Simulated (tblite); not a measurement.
Species: C₇H₉PS.
Cartesian coordinates in Å at the GFN2-xTB level; atoms count from 1:
```xyz
18
C7H9PS angstrom
C     -1.1264    1.0046    0.4302
C     -1.4458   -0.2493   -0.3166
C     -2.9000   -0.4502   -0.6141
P     -0.3695   -1.4385   -0.8336
C      1.2476   -0.7521   -0.3328
C      1.8454    0.4076   -0.9022
C      3.0856    0.6471   -0.4164
S      3.5723   -0.5331    0.7386
C      2.0789   -1.3649    0.5545
H     -0.1007    1.0208    0.7896
H     -1.7987    1.1079    1.2826
H     -1.2809    1.8743   -0.2113
H     -3.4780   -0.4846    0.3108
H     -3.2835    0.3814   -1.2077
H     -3.0648   -1.3755   -1.1628
H      1.3562    1.0206   -1.6388
H      3.7564    1.4465   -0.6623
H      1.8972   -2.2564    1.1216
```

Level: GFN2-xTB in tblite, geometry and Hessian alike; calculated harmonic values, unscaled, isolated species. Against measured fundamentals such values can be off by several per cent, at times by over 20. One conformer, not necessarily the lowest.

Harmonic wavenumbers (cm⁻¹): 30.8, 75.0, 82.7, 108.4, 166.4, 241.7, 250.9, 289.1, 362.9, 377.2, 403.0, 462.4, 577.1, 615.5, 741.2, 741.9, 752.7, 810.4, 838.7, 854.5, 883.9, 959.3, 971.2, 1002.8, 1045.9, 1076.9, 1087.0, 1159.3, 1218.0, 1322.0, 1326.4, 1394.7, 1406.0, 1433.1, 1468.1, 1473.1, 1479.2, 1492.5, 1522.7, 2970.8, 2973.1, 2989.6, 2998.2, 3027.9, 3043.9, 3121.6, 3158.9, 3159.4.

A = 3086, B = 633.9, C = 589.4 MHz; mass 156.016 u (most abundant isotopes); point group C1, symmetry number 1.

Question: What is the zero-point energy?

Answer: ½Σν̃ = 29974 cm⁻¹ = 85.70 kcal/mol.

Question: Give the ideal-gas entropy at 298.15 K and 1 bar in the rigid-rotor, harmonic-oscillator model (classical rotation).

Answer: Translation 41.07, rotation 30.01, vibration 31.41: S = 102.5 cal/(mol K).

Question: And Cp and H(298.15 K) − H(0)?

Answer: Cp = 38.94 cal/(mol K), of which vibrations give 30.99 (their classical limit is 48 R = 95.4); H(298.15 K) − H(0) = 7.14 kcal/mol without the zero-point energy, 4.77 from vibrations.

Question: How do the functions run with temperature in this model?

Answer: 
| T (K) | S (cal/(mol K)) | Cp (cal/(mol K)) | H − H(0) (kcal/mol) | G − H(0) (kcal/mol) | ln q(vib) |
| --- | --- | --- | --- | --- | --- |
| 150 | 81.4 | 24.3 | 2.46 | -9.74 | 3.66 |
| 250 | 96.1 | 34.1 | 5.38 | -18.63 | 6.44 |
| 400 | 115.3 | 48.5 | 11.60 | -34.51 | 10.48 |
| 600 | 137.9 | 62.8 | 22.84 | -59.89 | 15.66 |
| 900 | 166.1 | 76.2 | 43.86 | -105.63 | 22.87 |

q(vib) and H(0) count from the zero-point level.

Question: What must be added to the electronic energy to get the Gibbs energy at 298.15 K and 1 bar?

Answer: ZPE + [H(298.15 K) − H(0)] − T·S = 85.70 + 7.14 − 30.56 = 62.28 kcal/mol.

Question: Which modes carry the vibrational entropy at 298.15 K?

Answer: 30.8 cm⁻¹: 5.78; 75.0 cm⁻¹: 4.02; 82.7 cm⁻¹: 3.83; 108.4 cm⁻¹: 3.30; 166.4 cm⁻¹: 2.48; 241.7 cm⁻¹: 1.79 cal/(mol K); the other 42 give 10.22 together.

Question: Blend soft modes into free rotors: weight 1/[1 + (100 cm⁻¹/ν̃)⁴] for the oscillator and the rest for a rotor with moment μB/(μ + B), μ = h/(8π²ν), B = 10⁻⁴⁴ kg m². What vibrational entropy results?

Answer: 28.26 cal/(mol K) in place of 31.41, which changes −T·S at 298.15 K by +0.94 kcal/mol.

Hindered rotation and anharmonicity are outside this model. Other conformers, if any are populated, would add a mixing term that is left out. The structure is chiral; the term R ln 2 for an equal mix with its mirror image is left out.
